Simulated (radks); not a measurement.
Results of a calculation; reference values are marked as such.
Hg2+, 78 electrons, occupied as [Xe] 4f14 5d10.

Code: a radial shooting solver on a logarithmic mesh with Libxc functionals. Model: non-relativistic Kohn-Sham, SCAN, spin-unpolarised, spherical densities, point nucleus; meta-GGA in the generalised Kohn-Sham scheme; relativity is left out, which matters for an element this heavy.

Energy parts (eV):
total: -501050.24
kinetic: 500931.91
electron-nucleus: -1191812.80
Hartree: 199353.46
exchange-correlation: -9522.81

Orbitals (lengths in bohr, moments of r in powers of bohr; r(90%) holds 90 % of the orbital's charge):
\begin{tabular}{lrrr}
orbital & occ. & eigenvalue (eV) & r(90%) \\ \hline
1s & 2 & -75121.17 & 0.0336 \\
2s & 2 & -12612.59 & 0.122 \\
2p & 6 & -12128.29 & 0.109 \\
3s & 2 & -2994.619 & 0.292 \\
3p & 6 & -2763.884 & 0.284 \\
3d & 10 & -2334.804 & 0.258 \\
4s & 2 & -661.6056 & 0.629 \\
4p & 6 & -560.7937 & 0.642 \\
4d & 10 & -376.3271 & 0.671 \\
4f & 14 & -130.1278 & 0.750 \\
5s & 2 & -113.3605 & 1.43 \\
5p & 6 & -80.8871 & 1.57 \\
5d & 10 & -29.8933 & 2.16 \\
\end{tabular}

The highest occupied level is 5d at -29.893 eV. Summed over all electrons, <r^2> = 42.11 bohr^2, which gives a Langevin (diamagnetic) susceptibility term of -33.4 x 10^-6 cm^3/mol. The electron density at the nucleus is 3.676e+05 e/bohr^3. For comparison, the ionisation energy in NIST's Atomic Spectra Database is 34.49 eV (measured). In exact Kohn-Sham theory the highest level is minus the ionisation energy, but local and semilocal functionals leave it too shallow, through self-interaction and a potential that decays too fast; potentials with the right tail come closer.
